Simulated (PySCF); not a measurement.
PySCF job for C4H3BrClF, SMILES C=C(F)/C(Br)=C/Cl, IEF-PCM-PBE0/def2-SVP. The structure is a stationary point at B3LYP-D3(BJ)/def2-SVP. The structure was generated by enumeration; whether it is a known compound was not checked. One conformer was computed; it need not be the lowest.

```python
import numpy as np
from pyscf import gto, scf, dft
from pyscf.solvent import pcm

mol = gto.M(
    atom='''
    C     0.10830669   -2.74715302    0.00000000
    C    -0.70988904   -1.69133974    0.00000000
    F    -2.04493397   -1.89144285    0.00000000
    C    -0.36616750   -0.26405339    0.00000000
    Br    1.47229497    0.19239688    0.00000000
    C    -1.32520362    0.68099183    0.00000000
    Cl   -1.05101196    2.37623529    0.00000000
    H     1.18764511   -2.61350930    0.00000000
    H    -0.31314152   -3.75302577    0.00000000
    H    -2.37549766    0.38895576    0.00000000
    ''',
    basis='def2-SVP',
    charge=0,
    spin=0,
    max_memory=1600,
    verbose=3,
)
mf = dft.RKS(mol, xc='pbe0').density_fit(auxbasis='def2-universal-jkfit')
mf.grids.level = 3
mf.conv_tol = 1e-9
mf.max_cycle = 100
mf.kernel()
res = {}
for name, eps in {'water': 78.355, 'acetone': 20.493, 'cyclohexanone': 15.619}.items():
    s = mf.PCM()
    s.with_solvent.method, s.with_solvent.eps, s.with_solvent.lebedev_order = 'IEF-PCM', eps, 17
    s.kernel(mf.make_rdm1())
    res[name] = (s.e_tot, eps, s.dip_moment(), s.mo_energy, s.converged)
    print(f'{name}: electrostatic solvation free energy {(s.e_tot - mf.e_tot) * 627.509474:.3f} kcal/mol')
```

It prints:

```
converged SCF energy = -3287.00678841032

WARN: PCM is an experimental feature. It is still in testing.
Features and APIs may be changed in the future.

converged SCF energy = -3287.01045228741
Dipole moment(X, Y, Z, Debye):  0.03948, -1.02767, -0.00000
water: electrostatic solvation free energy -2.299 kcal/mol

WARN: PCM is an experimental feature. It is still in testing.
Features and APIs may be changed in the future.

converged SCF energy = -3287.01023423518
Dipole moment(X, Y, Z, Debye):  0.04524, -1.00918, -0.00000
acetone: electrostatic solvation free energy -2.162 kcal/mol

WARN: PCM is an experimental feature. It is still in testing.
Features and APIs may be changed in the future.

converged SCF energy = -3287.01014533055
Dipole moment(X, Y, Z, Debye):  0.04750, -1.00162, -0.00000
cyclohexanone: electrostatic solvation free energy -2.106 kcal/mol
```

Self-consistency was reached.

Cost: about 70 core-seconds (a rough figure).
